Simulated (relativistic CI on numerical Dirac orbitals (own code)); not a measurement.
Computed by Dirac-Coulomb-Breit CI, KLI orbitals optimised for each configuration, QED by a radiative potential, unscaled Slater integrals (own radial code, finite nucleus).

Configurations in the expansion (outside the closed core 1s2): 2s2.2p, 2s.2p2, 2p3, 2p2.3s, 2p2.3p, 2p2.3d, 2s2.3s, 2s2.3p, 2s2.3d, 2s.2p.3s, 2s.2p.3p, 2s.2p.3d, 2s2.4s, 2s2.4p, 2s2.4d, 2s2.4f, 2s.2p.4s, 2s.2p.4p, 2s.2p.4d, 2s.2p.4f, 2s2.5s, 2s2.5p, 2s2.5d, 2s2.5f, 2s2.5g, 2s.3s2, 2s.3s.3p, 2s.3s.3d, 2s.3p2, 2s.3p.3d, 2s.2p.5s, 2s.2p.5p, 2p.3s2, 2s.2p.5d, 2s.2p.5f, 2s.2p.5g. Levels of other configurations are missing.

At this charge energies of transitions that change n are usually good to better than 1 %, and those within a shell (Δn = 0) to a few per cent.

Outline of the computed level scheme of Mo XXXVIII. Lowest level of each configuration: 2s2.2p 2P°_1/2 at 0.00 eV; 2s.2p2 4P_1/2 at 111.03 eV; 2p3 2P°_3/2 at 387.11 eV; 2s2.3s 2S_1/2 at 2959.08 eV; 2s2.3p 2P°_1/2 at 2999.89 eV; 2s.2p.3s 4P°_1/2 at 3038.73 eV; 2s2.3d 2D_3/2 at 3068.59 eV; 2s.2p.3p 4D_1/2 at 3073.50 eV; 2s.2p.3d 4F°_3/2 at 3139.97 eV.

Some strong electric-dipole decays among the lowest 44 levels: 2s.2p.3d 4D°_1/2 → 2s.2p2 4P_1/2 (2.3e+14 s⁻¹); 2s2.3d 2D_5/2 → 2s2.2p 2P°_3/2 (1.5e+14 s⁻¹); 2s2.3d 2D_3/2 → 2s2.2p 2P°_1/2 (1.5e+14 s⁻¹); 2s.2p.3d 4D°_3/2 → 2s.2p2 4P_1/2 (1.5e+14 s⁻¹); 2s.2p.3d 4F°_7/2 → 2s.2p2 4P_5/2 (1.2e+14 s⁻¹); 2s.2p.3d 2F°_5/2 → 2s.2p2 2D_3/2 (1.1e+14 s⁻¹); 2s.2p.3d 2D°_3/2 → 2s.2p2 2P_1/2 (1.0e+14 s⁻¹); 2s.2p.3p 2P_1/2 → 2s2.2p 2P°_1/2 (5.9e+13 s⁻¹).

LS names give the leading component of a level, which can be under half, so a name can repeat, a term be missing and a line seem to break the LS rules.
